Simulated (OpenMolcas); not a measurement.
Rh4+ among 4 point charges of -1 e arranged as a square (D4h), 1.89 Å from the ion.

* Program: OpenMolcas 26.06
* Method: CASSCF
* Basis: ANO-RCC-VDZP [6s5p3d1f]
* Scalar Hamiltonian: DKH2, point nucleus
* Active space: 5 electrons in 5 orbitals (4d)
* State averaging: 2S+1 = 6 even, 1 root; 2S+1 = 4 even, 24 roots; 2S+1 = 2 even, 75 roots
* Spin-orbit coupling: state interaction with AMFI integrals over the reference wave functions

(1) What is the spin-free ground state (labels of D4, the rotations of D4h)?

(2) What are the lowest two levels with spin-orbit coupling?

(3) What is χT at 300 K, and how does it compare with the textbook value?

Answers

(1) 6A1, 1-fold in its orbital part, 100 % from free-ion S terms; it has the highest spin that d5 allows.

(2) A 2-fold level E1/2 with g = 2.00, 5.99, 5.99, then a 2-fold level E3/2 5.8 cm-1 above it. Their leading multiplicities are 6 (99 %) and 6 (99 %).

(3) The lowest level has 2S+1 = 6, for which the spin-only value is χT = S(S+1) / 2 = 4.375 cm3 K/mol (g = 2). The computed 4.366 at 300 K differs by -0.009, through a little spin-orbit mixing out of the ground term, against the free-electron g of 2.0023, which raises it.

Without dynamic correlation the repulsion within the d shell is too large (B by tens of per cent), so at a given field states of lower spin stand too high. Point charges give a weaker field than real ligands, and real ions of this kind are as a rule low spin; the high spin found here belongs to the model. Point charges carry no covalency, so the field is a model and not that of real ligands. No measured value stands beside these numbers.
